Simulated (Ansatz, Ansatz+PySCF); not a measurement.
```xyz
2

P     0.0000    0.0000    0.0000
O     0.0000    0.0000    1.5400
```

Basis set: 6-31G (spherical functions). Frozen core: 6 orbitals. Correlation on ROHF uses semicanonical orbitals with singles. Charge 0, multiplicity 2.

Computed with Ansatz (development build ahead of 0.2.0); the reference of a correlated method needn't be the lowest determinant of its kind.

Task: Give the atomization energy at this shape (free ground-state atoms in the same class of orbitals less the molecule, no zero-point energy) of doublet PO by ROHF-CCSD(T), UHF-CCSD(T).

Result:

```json
{"method": "ROHF-CCSD(T)", "atomization energy": "306.4 kJ/mol"}
{"method": "UHF-CCSD(T)", "atomization energy": "302.9 kJ/mol"}
```

Caution: the reference determinant was not shown to be the lowest; the shape is not the minimum. Caution for UHF-CCSD(T): the unrestricted determinant is spin contaminated.

This basis has no polarisation functions and is too small for such energies, which can lie far from measured ones in either direction.
